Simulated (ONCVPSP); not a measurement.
Logarithmic derivatives: osmium, ONCV

* Element: Os
* Generator: ONCVPSP 4.0.1
* Type: optimised norm-conserving Vanderbilt (ONCV)
* Functional: PBE
* Relativity: scalar-relativistic
* Frozen core: [Kr] 4d10 4f14
* Valence charge: 16
* Reference configuration: 5s2 5p6 5d6 6s1.5 6p0.5
* Partial waves: 5s+6s: rc 1.65 bohr, ncon 3, nbas 7, qcut 9.3 1/bohr, 2 projectors; 5p+6p: rc 2.20 bohr, ncon 5, nbas 9, qcut 6.1 1/bohr, 2 projectors; 5d: rc 1.45 bohr, ncon 5, nbas 8, qcut 7.5 1/bohr, 2 projectors, debl 0.6 Ha
* Local potential: polynomial inside 1.10 bohr (lpopt 5, dvloc0 0 Ha)
* Core correction: Teter function, fcfact 5.25, rcfact 1.75

The phase is arctan(r·R′/R) of the radial function R(r), unwrapped; energies in Ha, scanned from -5 to 5 Ha. A pole is an energy at which the radial function vanishes at the test radius. The pseudo phase is shifted by a multiple of π to meet the all-electron one at the reference energy, and phase errors are pseudo minus all-electron; the curves can meet again beyond the range given. Levels narrower than the energy grid can be missing from the lists of poles.

Problem. For each channel, where are the poles, and over which energies does the pseudopotential scatter like the atom?

Solution.

| channel | radius (bohr) | reference energy (Ha) | poles, all-electron | poles, pseudo | unbroken range about the reference energy with phases within 0.05 rad | phase error 1 Ha above the reference energy (rad) |
| --- | --- | --- | --- | --- | --- | --- |
| s | 1.68 | -0.25 | -3.02 | -3.02, 4.09 | below 4.0 | -0.001 |
| p | 2.23 | -0.06 | -1.80, 3.09 | -1.80, 3.04 | below 4.5 | -0.001 |
| d | 1.47 | -0.26 | 2.73 | 2.72 | the whole range | +0.000 |

Note: no bound ghost flagged; GHOST(+) flagged for s at 109.7 eV.

Phases in the s channel:

```csv
E (Ha),all-electron,pseudo
-4.96,1.169,1.169
-4.72,1.111,1.111
-4.48,1.016,1.016
-4.24,0.833,0.833
-4.00,0.377,0.377
-3.76,-0.595,-0.595
-3.52,-1.209,-1.209
-3.28,-1.445,-1.445
-3.04,-1.562,-1.562
-2.80,-1.635,-1.635
-2.56,-1.687,-1.687
-2.32,-1.728,-1.728
-2.08,-1.765,-1.765
-1.84,-1.800,-1.800
-1.60,-1.835,-1.835
-1.36,-1.873,-1.873
-1.12,-1.914,-1.914
-0.88,-1.961,-1.961
-0.64,-2.018,-2.018
-0.40,-2.089,-2.089
-0.16,-2.180,-2.180
0.08,-2.302,-2.302
0.32,-2.470,-2.470
0.56,-2.701,-2.702
0.80,-3.003,-3.004
1.04,-3.342,-3.345
1.28,-3.653,-3.656
1.52,-3.894,-3.898
1.76,-4.069,-4.073
2.00,-4.195,-4.199
2.24,-4.288,-4.292
2.48,-4.358,-4.363
2.72,-4.413,-4.419
2.96,-4.457,-4.464
3.20,-4.493,-4.502
3.44,-4.524,-4.535
3.68,-4.550,-4.567
3.92,-4.572,-4.608
4.16,-4.591,-6.168
4.40,-4.609,-7.712
4.64,-4.625,-7.746
4.88,-4.639,-7.766
```
